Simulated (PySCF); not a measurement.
## Distorted geometries of [Gd(H2O)3]3+

[Gd(H2O)3]3+ (singlet in the valence; each metal's 4f electrons, 7 of them, lie in its core potential, out of spins and levels). PySCF 2.14.0, RKS B3LYP, Gd lcecp-1-SVP with ECP53, O def2-SVP, H def2-SVP; non-relativistic Hamiltonian with scalar-relativistic core potentials where named; density fitting; no spin-orbit coupling. Relaxed geometry:

```xyz
10

Gd    0.0000    0.0000    0.0000
O     2.2892    0.0000    0.0000
H     2.9078   -0.7561    0.1693
H     2.9078    0.7562   -0.1693
O    -1.1446    1.9825    0.0000
H    -0.7991    2.8963    0.1693
H    -2.1088    2.1402   -0.1693
O    -1.1446   -1.9825    0.0000
H    -2.1088   -2.1402    0.1693
H    -0.7991   -2.8963   -0.1693
```

**Question.** Order these distorted geometries by energy above the relaxed one, lowest first.
A.
```xyz
10

Gd   -0.1527   -0.1208   -0.0851
O     2.2873   -0.0770    0.0843
H     3.0375   -0.9123    0.2353
H     3.0630    0.8154   -0.0964
O    -1.1192    2.0867    0.2640
H    -0.8155    2.8244    0.0661
H    -2.3190    2.3566   -0.2972
O    -0.9221   -2.1141   -0.1883
H    -2.2109   -2.0671    0.1135
H    -0.8483   -2.7917   -0.0963
```
B.
```xyz
10

Gd    0.0886   -0.0234    0.0675
O     2.2363    0.0029    0.0574
H     3.0627   -0.7534    0.0747
H     2.8566    0.8803   -0.0812
O    -1.2086    2.0219    0.0450
H    -0.7614    2.8949    0.0106
H    -2.2626    2.1490   -0.1641
O    -1.1081   -2.0499    0.0854
H    -2.0557   -2.2084    0.0790
H    -0.8478   -2.9137   -0.1743
```
C.
```xyz
10

Gd   -0.0882    0.2935   -0.1987
O     2.3787    0.0098    0.2191
H     2.7448   -0.4576    0.1117
H     3.0046    0.6908   -0.4478
O    -1.0860    1.9922    0.1329
H    -0.6092    2.4547    0.2338
H    -2.1568    2.1568    0.1161
O    -1.1595   -2.0120   -0.1933
H    -2.2771   -2.0572    0.1727
H    -0.7513   -3.0710   -0.1467
```

**Answer.** B (0.97 eV), A (9.86 eV), C (18.34 eV).

**Question.** Which forces (eV/Å) act in the one that lies 0.97 eV up?

**Answer.** 
```
Gd  -2.30  0.23  0.22
O    5.69  0.19 -0.54
H   -2.67  2.11  0.04
H   -1.58 -2.18  0.43
O   -1.96 -1.22 -0.79
H   -0.54  0.44  0.03
H    3.10  0.06  0.70
O    0.44  2.48  0.12
H   -1.66  0.35  0.35
H    1.47 -2.46 -0.57
```
Forces carry noise of the integration grid, about 0.01 to 0.03 eV/Å.

A frequency check found unstable modes (1, the lowest at -18 cm⁻¹), so the relaxed geometry is a saddle point, or these are noise. An lcecp potential fixes the number of 4f electrons, so in runs with it no electron can move into or out of that shell.
